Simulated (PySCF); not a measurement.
# Removing an electron from `C[N](C)[AlH2-][N+](C)(C)C`

C₅H₁₇AlN₂.
Atom-mapped SMILES: `[CH3:1][N:2]([CH3:3])[AlH2-:4][N+:5]([CH3:6])([CH3:7])[CH3:8]` (hydrogens: H9, H10, H11 on C1; H12, H13, H14 on C3; H15, H16 on Al4; H17, H18, H19 on C6; H20, H21, H22 on C7; H23, H24, H25 on C8)

Structure used (PBE0-D3(BJ)/def2-SVP), in Å, numbered top down from 1:
```
atom  x, y, z in Å
C1     2.4347   -0.5919   -1.7523
N2     2.1597    0.2632   -0.6320
C3     2.9359    1.4705   -0.6546
Al4    1.0586   -0.2027    0.7420
N5    -0.8145    0.5578    0.1833
C6    -1.7804    0.2206    1.2296
C7    -0.6868    2.0095    0.0340
C8    -1.1870   -0.0558   -1.0940
H9     3.5107   -0.8611   -1.8271
H10    2.1676   -0.1263   -2.7275
H11    1.8721   -1.5365   -1.6744
H12    2.7075    2.1160   -1.5328
H13    2.7533    2.0731    0.2502
H14    4.0286    1.2726   -0.6973
H15    1.2566    0.6542    2.0885
H16    0.6662   -1.7614    0.7926
H17   -1.4540    0.6604    2.1823
H18   -1.8241   -0.8712    1.3470
H19   -2.7875    0.6001    0.9802
H20    0.0823    2.2264   -0.7198
H21   -1.6451    2.4614   -0.2788
H22   -0.3717    2.4490    0.9903
H23   -1.2471   -1.1460   -0.9722
H24   -0.4124    0.1703   -1.8393
H25   -2.1611    0.3266   -1.4482
```

Level: B3LYP/def2-SVPD (PySCF). Frontier orbitals with their largest atomic shares (Löwdin; up to four atoms above 4 %):

```json
{"orbital": "HOMO−3", "ε (eV)": "-8.31", "main atoms": "N5 26 %, N2 19 %, Al4 9 %, C1 6 %"}
{"orbital": "HOMO−2", "ε (eV)": "-7.90", "main atoms": "Al4 26 %, H16 15 %, N2 15 %, H15 15 %"}
{"orbital": "HOMO−1", "ε (eV)": "-7.16", "main atoms": "Al4 34 %, H15 28 %, H16 27 %"}
{"orbital": "HOMO", "ε (eV)": "-5.26", "main atoms": "?"}
{"orbital": "LUMO", "ε (eV)": "-0.02", "main atoms": "Al4 14 %, C8 9 %, C7 9 %, C6 9 %"}
{"orbital": "LUMO+1", "ε (eV)": "0.63", "main atoms": "Al4 23 %, C6 8 %, C3 8 %, C1 8 %"}
{"orbital": "LUMO+2", "ε (eV)": "0.84", "main atoms": "Al4 33 %, H17 7 %, H18 7 %, C6 6 %"}
```

Question: What vertical ionisation energy does ΔSCF give, and how far is −ε(HOMO) from it?

Answer: ΔSCF: 7.33 eV (707 kJ/mol; threshold wavelength 169 nm); ⟨S²⟩ of the doublet left behind is 0.755, against 0.75 for a pure doublet. −ε(HOMO) is 5.26 eV, 2.07 eV below it. In exact Kohn–Sham theory the two would be equal; B3LYP (global hybrid, 20 % exact exchange) falls short of its own ΔSCF value by 28 %.

Question: On which atoms does the HOMO lie?

Answer: N2 (nitrogen bonded to Al and 2 C) 57 %, C3 (N-methyl carbon) 10 %, C1 (N-methyl carbon) 10 %, Al4 (aluminium bonded to 2 N and 2 H) 4 %, so more than half of it is on one atom. The HOMO−1 lies 1.90 eV lower.

Question: With α = 111.4 au, estimate the like-pair dispersion coefficient by London's formula C6 = (3/4)α²I.

Answer: I = 0.2695 Eh, so C6 ≈ 2510 au, a rough estimate.

Question: How many of the 10 lowest singlet excitations (vertical TDDFT, same level) lie below the ionisation energy?

Answer: All 10; they run from 4.57 to 6.45 eV.

Isolated species at its PBE0-D3(BJ)/def2-SVP geometry (one conformer only).
